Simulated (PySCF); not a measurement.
Dipole moment and polarisability of `CO/C=C\S(=O)(=O)O`

Compound: C₃H₆O₄S.
Structure used (GFN2-xTB), in Å, numbered top down from 1:
```xyz
14
C3H6O4S angstrom
C     -2.0032    0.9110    0.4874
O     -0.7310    0.4737    0.0490
C     -0.5265   -0.8541    0.0288
C      0.6886   -1.3566   -0.1272
S      2.0522   -0.2165   -0.1700
O      2.0340    0.5869    1.0142
O      3.2406   -0.9182   -0.5168
O      1.6594    0.7284   -1.4090
H     -2.0347    1.9841    0.3114
H     -2.8065    0.4232   -0.0727
H     -2.1344    0.7161    1.5550
H     -1.4105   -1.4832    0.1170
H      0.9134   -2.3989   -0.2026
H      1.0580    1.4037   -1.0868
```

Level: PBE0/def2-SVPD (PySCF), static field, nuclei fixed, core orbitals frozen in the response. The polarisability tensor in these axes (au):

```
x   90.53 -7.33 -5.05
y   -7.33 68.67  1.93
z   -5.05  1.93 58.06
```

Problem. What are the eigenvalues, a third of the trace, and Δα (Δα² = ½Σ(αi − αj)² over the three pairs)?

Solution. Principal values 57.22, 66.46 and 93.58 au; mean 72.42 au = 10.73 Å³ = 11.94 × 10⁻⁴⁰ C²·m²/J; Δα = 32.73 au (45 % of the mean).

Problem. What is the dipole moment, and where does it point?

Solution. (-7.12, 0.05, -0.03) D, 7.12 D in size, pointing from the negative to the positive side. Measured along this direction, the outermost atoms are O7 at the negative end and H10 at the positive end.

Problem. Orientational against electronic polarisability at 350 K (dilute gas, rigid molecules)?

Solution. In Gaussian units μ²/3kT = 349.92 Å³ against 10.73 Å³, a ratio of 32.61; the Debye molar polarisation (4π/3)N_A(α + μ²/3kT) is 909.8 cm³/mol, leaving out the vibrational part.

Problem. Rayleigh depolarisation ratio (linearly polarised light, static tensor)?

Solution. ρ = 3Δα²/(45ᾱ² + 4Δα²) = 3214.2/(236013 + 4285.6) = 0.0134.

Problem. Find the Langevin capture rate constant for NH4+ (18.034 u) meeting this molecule (137.999 u), k = 2.342 × 10⁻⁹ cm³/s × √(α in Å³ / reduced mass in u).

Solution. The reduced mass is 15.95 u, so k = 1.92 × 10⁻⁹ cm³/s. The formula leaves out the permanent dipole, which adds to the capture rate.

Problem. Sum over states: ᾱ = Σ f/ω², ω in Eh. What share falls to these 6 lowest TDDFT singlets (eV, f)? 6.20, 0.3019; 6.56, 0.0013; 6.73, 0.0076; 6.77, 0.0219; 7.20, 0.0228; 7.29, 0.0128.

Solution. They add up to 6.81 au, 9.4 % of the 72.42 au; the largest single term is 5.81 au, from the state at 6.20 eV. Terms in order: 5.81, 0.02, 0.12, 0.35, 0.33, 0.18 au. Higher excitations give the rest. The strengths listed sum to 0.368.

Geometry: GFN2-xTB, one conformer, isolated molecule.
